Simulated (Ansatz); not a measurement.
`[SiH3]O[SiH](Cl)O[SiH3]` at its PBE0-D4/def2-TZVP geometry, where that method's forces vanish. Charge 0, multiplicity 1.

```xyz
13

Si   -2.3152    0.6010    0.6376
O    -1.3276    0.4777   -0.6710
Si    0.1792    0.6293   -1.2254
Cl    1.0337    2.2895   -0.3699
O     1.0734   -0.6606   -0.8519
Si    2.0479   -1.3490    0.2798
H    -2.3677    2.0097    1.0999
H    -3.6645    0.1507    0.2228
H    -1.8086   -0.2640    1.7336
H     0.1470    0.8005   -2.6822
H     3.3401   -0.6235    0.3407
H     1.3886   -1.3048    1.6097
H     2.2738   -2.7566   -0.1237
```

(1) What forces (eV/Å) does r2SCAN-D4/def2-TZVPP give on these atoms in Ansatz 0.2.0? (An estimate is asked.)

## Answers

(1) The calculation gave: 
```
Si1 -0.040  0.005  0.037
O2  -0.044 -0.018 -0.020
Si3  0.010  0.032 -0.082
Cl4  0.030  0.055  0.028
O5   0.004 -0.050 -0.029
Si6  0.035 -0.024  0.031
H7  -0.005 -0.035 -0.004
H8   0.033  0.013  0.022
H9  -0.020  0.024 -0.020
H10 -0.002 -0.010  0.037
H11 -0.024 -0.021  0.005
H12  0.023 -0.004 -0.023
H13  0.001  0.033  0.019
```
